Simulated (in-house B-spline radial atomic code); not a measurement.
# Pb⁸⁺: [Xe] 4f13 5d7 (an excited or competing configuration)

Level of theory: Dirac-Hartree-Fock, average of configuration, Fermi nucleus of rms radius 5.5012 fm; calculated with an all-electron radial atomic-structure program (B-spline basis).

Effective charges: Z_r = [3n² - l(l+1)]/(2<r>) from the radius, Z_e = n√(-2ε) from the energy, and Slater's rules. Values are occupation-weighted means over j. An effective charge above Z reflects the relativistic contraction of the inner shells.

| shell | electrons | ε (eV) | <r> (bohr) | Z_r | Z_e | Slater |
| --- | --- | --- | --- | --- | --- | --- |
| 1s | 2 | -88737 | 0.01605 | 93.43 | 80.76 | 81.70 |
| 2s | 2 | -16139 | 0.06689 | 89.71 | 68.88 | 77.85 |
| 2p | 6 | -14013 | 0.06087 | 82.14 | 64.18 | 77.85 |
| 3s | 2 | -4054.3 | 0.1737 | 77.73 | 51.79 | 70.75 |
| 3p | 6 | -3425.9 | 0.1751 | 71.38 | 47.60 | 70.75 |
| 3d | 10 | -2714 | 0.16 | 65.62 | 42.37 | 60.85 |
| 4s | 2 | -1063 | 0.3829 | 62.68 | 35.36 | 54.25 |
| 4p | 6 | -850.32 | 0.4058 | 56.68 | 31.62 | 54.25 |
| 4d | 10 | -582.49 | 0.4275 | 49.13 | 26.17 | 42.85 |
| 4f | 13 | -295.39 | 0.4434 | 40.60 | 18.64 | 31.80 |
| 5s | 2 | -290.78 | 0.8406 | 44.61 | 23.11 | 25.20 |
| 5p | 6 | -225.24 | 0.9341 | 39.07 | 20.34 | 25.20 |
| 5d | 7 | -144.11 | 1.121 | 30.77 | 16.27 | 12.90 |

The least bound orbital is 5d5/2 at -142.7 eV, and it is also the most diffuse (<r> = 1.132 bohr). The part-filled 4f shell lies below the filled 5p shell in orbital energy.

Spin-orbit splittings of the orbital energies (j = l + 1/2 above j = l - 1/2 when positive): 2p 2193 eV, 3p 495.6 eV, 3d 104.4 eV, 4p 123.9 eV, 4d 23.47 eV, 4f 5.326 eV, 5p 25.42 eV, 5d 3.571 eV.

For the 1s electron the small component carries 9.78 % of the norm, the zero-frequency Breit interaction raises the level by 343.6 eV, self-energy by 222.9 eV, and vacuum polarisation lowers it by 47.57 eV.

The density falls to 0.001 bohr⁻³ at 2.537 bohr; Σ<r²> = 24.603 bohr² gives, by the non-relativistic formula and without the paramagnetism of open shells, a Langevin diamagnetic susceptibility of -19.49×10⁻⁶ cm³/mol.
